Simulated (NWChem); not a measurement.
The numbers come from NWChem runs, not from measurements. System: H6InOP, charge 0, spin multiplicity 1, at a geometry optimised with B3LYP/def2-SVP with def2 effective core potentials on In. The structure started from a generated list of species. Level: MP2/def2-TZVP with def2 effective core potentials on In, 10 core orbitals frozen.

Input file:

```
start mol
memory heap 200 mb stack 800 mb global 1000 mb
geometry units angstroms nocenter noautoz noautosym
  In     0.139283     0.670995     0.387278
  H      0.416687     0.197912     2.023330
  H      1.009338     1.757536    -0.647335
  O     -1.749092     0.170300    -0.220731
  H     -2.011373     0.646858    -1.020078
  P      0.460227    -1.946148    -0.920801
  H     -0.106658    -1.906111    -2.221913
  H     -0.498708    -2.813766    -0.337974
  H      1.455197    -2.931371    -1.194767
end
basis spherical
  * library def2-tzvp
end
ecp
  In library def2-ecp
end
scf
  rhf
  nopen 0
  maxiter 100
  thresh 1e-7
  semidirect memsize 60000000 filesize 0
end
mp2
  freeze core 10
end
task mp2 energy
```

NWChem printed:

```
             Northwest Computational Chemistry Package (NWChem) 7.3.0
             --------------------------------------------------------

                                NWChem Input Module
                                -------------------

 Scaling coordinates for geometry "geometry" by  1.889725989
 (inverse scale =  0.529177249)

                             Geometry "geometry" -> ""
                             -------------------------

 Output coordinates in angstroms (scale by  1.889725989 to convert to a.u.)

  No.       Tag          Charge          X              Y              Z
 ---- ---------------- ---------- -------------- -------------- --------------
    1 In                  49.0000     0.13928300     0.67099500     0.38727800
    2 H                    1.0000     0.41668700     0.19791200     2.02333000
    3 H                    1.0000     1.00933800     1.75753600    -0.64733500
    4 O                    8.0000    -1.74909200     0.17030000    -0.22073100
    5 H                    1.0000    -2.01137300     0.64685800    -1.02007800
    6 P                   15.0000     0.46022700    -1.94614800    -0.92080100
    7 H                    1.0000    -0.10665800    -1.90611100    -2.22191300
    8 H                    1.0000    -0.49870800    -2.81376600    -0.33797400
    9 H                    1.0000     1.45519700    -2.93137100    -1.19476700

 Effective nuclear repulsion energy (a.u.)     350.4435557247

            Nuclear Dipole moment (a.u.)
            ----------------------------
        X                 Y               Z
 ---------------- ---------------- ----------------
     0.0000359048    -0.0000132281     0.0000415740


 Summary of "ao basis" -> "" (spherical)
 ------------------------------------------------------------------------------
       Tag                 Description            Shells   Functions and Types
 ---------------- ------------------------------  ------  ---------------------
 *                         def2-tzvp                  on all atoms

 Summary of "ao basis" -> "ao basis" (spherical)
 ------------------------------------------------------------------------------
       Tag                 Description            Shells   Functions and Types
 ---------------- ------------------------------  ------  ---------------------
 In                        def2-tzvp                16       50   6s5p3d2f
 H                         def2-tzvp                 4        6   3s1p
 O                         def2-tzvp                11       31   5s3p2d1f
 P                         def2-tzvp                13       37   5s5p2d1f

                                 NWChem SCF Module
                                 -----------------

  ao basis        = "ao basis"
  functions       =   154
  atoms           =     9
  closed shells   =    25
  open shells     =     0
  charge          =   0.00
  wavefunction    = RHF
  use symmetry    = F
  symmetry adapt  = F

 Summary of "ao basis" -> "ao basis" (spherical)
 ------------------------------------------------------------------------------
       Tag                 Description            Shells   Functions and Types
 ---------------- ------------------------------  ------  ---------------------
 In                        def2-tzvp                16       50   6s5p3d2f
 H                         def2-tzvp                 4        6   3s1p
 O                         def2-tzvp                11       31   5s3p2d1f
 P                         def2-tzvp                13       37   5s5p2d1f
[...]
 Vector   27  Occ=0.000000D+00  E= 7.707802D-02
              MO Center=  6.4D-01,  1.0D+00,  5.8D-01, r^2= 1.3D+01
   Bfn.  Coefficient  Atom+Function         Bfn.  Coefficient  Atom+Function
  ----- ------------  ---------------      ----- ------------  ---------------
    19      0.967143  1 In px                21      0.946310  1 In pz
    20      0.521451  1 In py               104      0.409457  6 P  s
    53     -0.387393  2 H  s                 16     -0.319311  1 In px
   118      0.200011  6 P  py                96      0.163142  5 H  s

 Vector   28  Occ=0.000000D+00  E= 1.048406D-01
              MO Center=  9.3D-02,  6.0D-01,  2.2D-01, r^2= 1.5D+01
   Bfn.  Coefficient  Atom+Function         Bfn.  Coefficient  Atom+Function
  ----- ------------  ---------------      ----- ------------  ---------------
    21      1.301249  1 In pz                20     -0.935892  1 In py
    59      0.671674  3 H  s                 53     -0.668206  2 H  s
    19     -0.534615  1 In px               145     -0.294412  8 H  s
    16      0.279435  1 In px                17      0.229582  1 In py
     6     -0.186521  1 In s                 18     -0.181474  1 In pz

 center of mass
 --------------
 x =   0.02868728 y =   0.16268460 z =   0.10154544

 moments of inertia (a.u.)
 ------------------
         885.830010616711          86.090103278270          -0.092489381444
          86.090103278270         433.084845960507        -326.163092136102
          -0.092489381444        -326.163092136102         919.553363976450

  Mulliken analysis of the total density
  --------------------------------------

    Atom       Charge   Shell Charges
 -----------   ------   -------------------------------------------------------
    1 In  21    20.30   0.38 -0.81  1.54  0.87  0.67  0.28 -0.41  6.39  0.56  0.56  0.05  8.94  1.06  0.15  0.05  0.00
    2 H    1     1.13   0.21  0.56  0.35  0.01
    3 H    1     1.13   0.21  0.56  0.35  0.01
    4 O    8     8.88   0.79  1.18  0.56  0.95  0.37  1.82  2.04  1.14  0.00  0.01  0.00
    5 H    1     0.68   0.25  0.34  0.04  0.05
    6 P   15    15.11   2.01  0.53  1.44  0.97  0.69  4.17  1.70  0.68  1.91  0.79  0.07  0.14  0.01
    7 H    1     0.92   0.24  0.53  0.14  0.02
    8 H    1     0.91   0.24  0.52  0.13  0.02
    9 H    1     0.94   0.24  0.53  0.16  0.02

       Multipole analysis of the density wrt the origin
       ------------------------------------------------

     L   x y z        total         open         nuclear
     -   - - -        -----         ----         -------
     0   0 0 0      0.000000      0.000000     50.000000

     1   1 0 0      0.765884      0.000000     -7.369752
     1   0 1 0     -0.539684      0.000000    -35.503921
     1   0 0 1     -0.721206      0.000000    -20.491739

     2   2 0 0    -37.960088      0.000000    127.397031
     2   1 1 0     -3.126691      0.000000    -56.991397
     2   1 0 1      0.940555      0.000000     -4.381264
     2   0 2 0    -29.896800      0.000000    322.071858
     2   0 1 1      2.088301      0.000000    140.442725
     2   0 0 2    -33.861909      0.000000    101.024059

                   NWChem MP2 Semi-direct Energy/Gradient Module
                   ---------------------------------------------

  Basis functions       =    154
  Molecular orbitals    =    154
  Frozen core           =     10
  Frozen virtuals       =      0
  Active alpha occupied =     15
  Active beta occupied  =     15
  Active alpha virtual  =    129
  Active beta virtual   =    129
  Use MO symmetry       = F
  Use skeleton AO sym   = F

  AO/Fock/Back tols     =   1.0D-09  1.0D-09  1.0D-09

 GA uses MA = F    GA memory limited = T

 Available:
  local mem=  1.15D+08
 global mem=  1.31D+08
 local disk=  0.00D+00
  mp2_memr nvloc                   129
  nvloc new                   129
   1 passes of  15:        5242880                     145091                  73942493.
   1 passes of  15: M    114663041           G      131024568           F     109420161.

 Semi-direct pass number   1 of   1  for RHF alpha+beta  at       45.6s
  vrange nnbf                 11233
  mp2_eaftype                   282  avail_ma_in_mb                   999
 EAF : mp2_eaftype filesize         282   36971246.
  mp2_eaf for mointskh                    282
Node 0 wrote    173.9 Mb in      0.1 s     Agg I/O rate:  1954.8 Mb/s
 Done moints_semi at       67.4s
  mp2_eaftype                   282  avail_ma_in_mb                   717
 EAF : mp2_eaftype filesize         282   36971246.
  mp2_eaf for kh                   282
 Done maket at       68.7s
 Done multipass loop at       68.7s

          -------------------------------------------
          SCF energy                -608.333120949443
          Correlation energy          -0.698433873792
          Singlet pairs               -0.421234996844
          Triplet pairs               -0.277198876948
          Total MP2 energy          -609.031554823235
          -------------------------------------------

          ---------------------------------------------------
                    Spin Component Scaled (SCS) MP2
          Same spin pairs                     -0.184799251299
          Same spin scaling factor             0.333333333333
          Opposite spin pairs                 -0.513634622493
          Opposite spin scaling fact.          1.200000000000
          SCS-MP2 correlation energy          -0.677961297425
          Total SCS-MP2 energy              -609.011082246867
          ---------------------------------------------------

 -----------------------
 Performance information
 -----------------------

 Timer overhead =  2.37D-07 seconds/call

               Nr. of calls         CPU time (s)                 Wall time (s)                GFlops
             ---------------    -------------------     ------------------------------   -------------------
Name         Min   Avg   Max    Min     Avg     Max     Min     Avg     Max   Mx/calls   Min     Max     Sum
mp2: moin     1     1     1    22.     22.     22.      22.     22.     22.     22.      0.0     0.0     0.0
mp2: make     1     1     1    1.2     1.2     1.2      1.2     1.2     1.2     1.2      0.0     0.0     0.0
mp2: tota     1     1     1    23.     23.     23.      23.     23.     23.     23.      0.0     0.0     0.0

 The average no. of pstat calls per process was 3.00D+00
 with a timing overhead of 7.12D-07s

 Task  times  cpu:       68.6s     wall:       68.6s

 Total times  cpu:       68.7s     wall:       68.7s
```
